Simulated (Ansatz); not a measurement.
Reaction (substitution at a C–F bond): `OC(F)[SeH]` + CH₃OH → `COC(O)[SeH]` + H–F

Program: Ansatz. Geometries: PBE0-D4/def2-TZVP. ΔE: electronic, gas phase. CCSD(T)/CBS is the MP2 limit (def2-TZVPP, def2-QZVPP) plus CCSD(T) − MP2 in def2-TZVPP, frozen cores. This one scheme is used for every species. For Se outer-core shells are correlated without core-valence functions, which leaves a few kJ/mol of doubt a bond. Scalar relativity is left out up to krypton. One conformer a species, not always the lowest.

| species | SCS-MP2/def2-QZVPP energy (Eh) |
| --- | --- |
| `OC(F)[SeH]` | -2615.12202 |
| CH₃OH | -115.56242 |
| `COC(O)[SeH]` | -2630.32521 |
| H–F | -100.36288 |

Question: Work out ΔE.

Answer: ΔE = (-2630.32521) + (-100.36288) − (-2615.12202) − (-115.56242) = -0.00365 Eh = -9.6 kJ/mol. CCSD(T)/CBS gives -10.2 kJ/mol.

Largest T1 diagnostic among the species: 0.011.

The D4 term adds −8.8 kJ/mol with B3LYP and −5.0 kJ/mol with PBE0; it sums over pairs of atoms, weighted by their polarisabilities, and B3LYP, whose exchange is more repulsive, gets the larger term. In def2-TZVPP, CCSD(T) changes the Hartree–Fock value by −18.4 kJ/mol (the triples alone add −2.4 kJ/mol) and MP2 by −25.2 kJ/mol. At CCSD(T), def2-SVP lies +7.5 kJ/mol from the extrapolated value and def2-TZVPP +2.0 kJ/mol.

B3LYP here is the variant with VWN-RPA as its local correlation; programs differ in this.
